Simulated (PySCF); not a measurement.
# Nuclear quadrupole coupling in SiEt2(OAc)2

SiEt2(OAc)2, C₈H₁₆O₄Si.
Geometry (PBE0-D3(BJ)/def2-SVP, Å), atoms numbered from 1 in this order:
```
atom  x, y, z in Å
Si1    0.357    0.001    0.248
C2     0.324   -0.166    2.099
C3     1.051   -1.400    2.627
H4    -0.741   -0.179    2.387
H5     0.747    0.758    2.530
H6     0.986   -1.471    3.723
H7     0.622   -2.324    2.209
H8     2.122   -1.388    2.365
C9     2.038    0.137   -0.535
C10    2.849    1.339   -0.057
H11    1.866    0.183   -1.623
H12    2.581   -0.806   -0.348
H13    3.824    1.399   -0.565
H14    2.316    2.282   -0.253
H15    3.050    1.294    1.026
O16   -0.459    1.416   -0.235
C17   -1.794    1.536   -0.225
C18   -2.255    2.763   -0.950
O19   -2.516    0.722    0.292
H20   -3.331    2.905   -0.807
H21   -2.033    2.631   -2.020
H22   -1.694    3.643   -0.606
O23   -0.449   -1.387   -0.328
C24   -0.971   -1.484   -1.558
C25   -1.794   -2.724   -1.724
O26   -0.799   -0.645   -2.405
H27   -2.096   -2.840   -2.771
H28   -2.686   -2.632   -1.085
H29   -1.234   -3.603   -1.377
```

Field gradients from the PBE0/pcSseg-1 density (PySCF, non-relativistic), principal values in atomic units, ordered |Vxx| ≤ |Vyy| ≤ |Vzz|:

```csv
atom,Vxx,Vyy,Vzz
O16,-0.5409,-0.8537,1.3945
O19,0.6605,0.9915,-1.6520
O23,-0.5684,-0.8258,1.3942
O26,0.6629,0.9901,-1.6530
```

Question: Find the asymmetry η = (Vxx − Vyy)/Vzz and the couplings χ = eQV/h (234.96 MHz × Q in barn × V in au), with Q(17O) = −0.0256 b.

Answer: 
```tsv
atom	environment	nucleus	η	χzz (MHz)	χxx (MHz)	χyy (MHz)
O16	oxygen bonded to C and Si	17O	0.22	-8.39	3.25	5.13
O19	oxygen bonded to C	17O	0.20	9.94	-3.97	-5.96
O23	oxygen bonded to C and Si	17O	0.18	-8.39	3.42	4.97
O26	oxygen bonded to C	17O	0.20	9.94	-3.99	-5.96
```

Question: What is Vzz at O19 in SI units (1 au = 9.71736 × 10²¹ V/m²)?

Answer: -1.6520 au = -16.053 × 10²¹ V/m².

Question: And the gradient at the other heavy atoms, for which no coupling is worked out here?

Answer: 
```tsv
atom	environment	Vzz (au)	η
Si1	silicon bonded to 2 C and 2 O	-0.791	0.81
C2	carbon bonded to C, Si and 2 H	-0.095	0.78
C3	carbon bonded to C and 3 H	0.083	0.25
C9	carbon bonded to C, Si and 2 H	-0.095	0.77
C10	carbon bonded to C and 3 H	0.083	0.24
C17	carbon bonded to C and 2 O	-0.430	0.95
C18	carbon bonded to C and 3 H	0.090	0.51
C24	carbon bonded to C and 2 O	-0.429	0.96
C25	carbon bonded to C and 3 H	0.090	0.52
```

Were the hydrogens deuterons (Q(2H) = 0.00286 b), χzz would run from 192 kHz (H11 and H4) to 199 kHz (H20 and H27).

One conformer (not necessarily the lowest) at the PBE0-D3(BJ)/def2-SVP geometry, without solvent, vibrations or thermal averaging. The basis is small and wasn't made for field gradients, so the couplings can be 20 % off.
